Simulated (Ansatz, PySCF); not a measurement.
Mo(NH)2(Cl)(NH2) (ClH4MoN3), SMILES [NH]=[Mo](=[NH])([NH2])[Cl], multiplicity 1.

Geometry: B3LYP-D3(BJ)/def2-SVP. The multiplicity is an assumed one; no other spin state was optimised. The structure was generated by enumeration; whether it is a known compound was not checked. The def2 effective core potentials stand for the cores of Mo; spin–orbit coupling is left out. The values are those of a single conformer.

Vertical ionisation energy (IE) and electron affinity (EA) in eV. Rows of orbital energies are one-electron estimates. Where ΔSCF, EOM or ADC give a negative EA the extra electron is unbound and the value depends on the basis.

```csv
level,IE,EA
"−ε(HOMO), −ε(LUMO), CAM-B3LYP/def2-TZVP (PySCF)",8.99,0.72
"−ε(HOMO), −ε(LUMO), PBE/def2-TZVP (PySCF)",6.40,2.47
"ΔSCF, CAM-B3LYP/def2-SVPD (Ansatz), final states of multiplicity 2 and 2",9.74,0.40
"ΔSCF, PBE/def2-SVPD (Ansatz), final states of multiplicity 2 and 2",9.26,-0.16
```

### Question
What vertical singlet–triplet gap does ΔSCF give with CAM-B3LYP/def2-SVPD (Ansatz, an electronic-structure program) and with PBE/def2-SVPD (Ansatz)? (Estimate from the structure and the level; the computed values follow.)

### Answer
3.69 and 3.76 eV (triplet above singlet where positive).
